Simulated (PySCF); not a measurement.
# Ionisation energy of Pt by level of theory

Pt [Xe] 4f14 5d9 6s1 (3D) → Pt⁺ [Xe] 4f14 5d9 (2D), as a difference of total energies. All numbers are calculated (PySCF 2.14, scalar relativity through the core potential, in aug-cc-pVTZ-PP with ECP60MDF). Correlated levels: valence: 5s2 5p6 frozen. The calculations carry no spin-orbit coupling.

| method | ionisation energy (eV) |
| --- | --- |
| UHF | 7.568 |
| MP2 (valence) | 9.012 |
| SCS-MP2 (valence) | 8.790 |
| CCSD (valence) | 8.747 |
| CCSD(T) (valence) | 8.850 |

Problem. How much does correlation contribute at CCSD(T) (valence)?

Solution. 8.850 − (7.568) = 1.282 eV, measured against UHF.

The reference lies between the lowest fine-structure levels, while these numbers refer to the centres of the terms.

Errors of the correlated levels include the incompleteness of this basis and the frozen core.

For comparison: 8.959 eV (measured; NIST Atomic Spectra Database, ionization energies).
